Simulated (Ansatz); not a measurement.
CH$_{4}$FNTe (`NC(F)[TeH]`). Charge 0, multiplicity 1. Te takes the def2 core potential. Geometry: relaxed with PBE0-D4/def2-TZVP. It is one conformer, not always the lowest.

```xyz
8

N     0.430    1.244   -0.235
C    -0.128   -0.032   -0.373
F    -1.475    0.052   -0.624
Te    0.120   -1.282    1.421
H     0.300    1.685    0.663
H     1.377    1.324   -0.568
H     0.337   -0.557   -1.206
H    -0.961   -2.434    0.922
```

Q: What is the dipole moment at r2SCAN/def2-TZVPP? (Best estimate.)

A: The calculation gave: 2.27 D, with components (2.13, 0.73, -0.27) D in this frame, pointing from negative to positive charge.

Q: And with PBE, B3LYP, ωB97M-V? (Estimate.)

A: Ansatz gave: PBE 2.24 D, B3LYP 2.31 D, ωB97M-V 2.25 D.

Q: Give the Mulliken charges with r2SCAN, ωB97M-V, B3LYP in def2-TZVPP. (Estimate.)

A: The calculation gave: 
| atom | r2SCAN | ωB97M-V | B3LYP |
| --- | --- | --- | --- |
| N1 | -0.32 | -0.24 | -0.28 |
| C2 | 0.17 | 0.05 | 0.09 |
| F3 | -0.20 | -0.19 | -0.21 |
| Te4 | -0.05 | -0.02 | 0.00 |
| H5 | 0.16 | 0.13 | 0.15 |
| H6 | 0.17 | 0.13 | 0.16 |
| H7 | 0.08 | 0.14 | 0.12 |
| H8 | -0.01 | 0.00 | -0.03 |

B3LYP here is the variant with VWN-RPA as its local correlation; programs differ in this.
